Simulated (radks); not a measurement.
Results of a calculation; reference values are marked as such.
Effect of the nuclear size on the scandium ion Sc+, [Ar] 3d1 4s1. Code: a radial shooting solver on a logarithmic mesh with Libxc functionals. Model: Dirac Kohn-Sham, exchange-only LDA, spin-unpolarised, spherical densities, finite nucleus; open shells are shared between the two j in proportion to 2j + 1; Fermi nuclear charge, rms radius 3.5459 fm. The rms radius is varied about that value; shifts are against it.

rms radius (fm),total energy shift (eV),density at nucleus (e/bohr^3),1s1/2 shift (meV),2s1/2 shift (meV)
2.9786,-0.0114,7246,-4.80,-0.390
3.2197,-0.00677,7230,-2.86,-0.232
3.5459,0,7210,0.000,0.000
3.8615,0.00715,7193,3.02,0.245
4.0211,0.0110,7185,4.65,0.377

Slopes of the eigenvalues against <r^2> in GHz/fm^2, as finite differences over the two radii next to the reference (eigenvalue slopes, not the field-shift constants of lines): 1s1/2 313, 2s1/2 25.4.
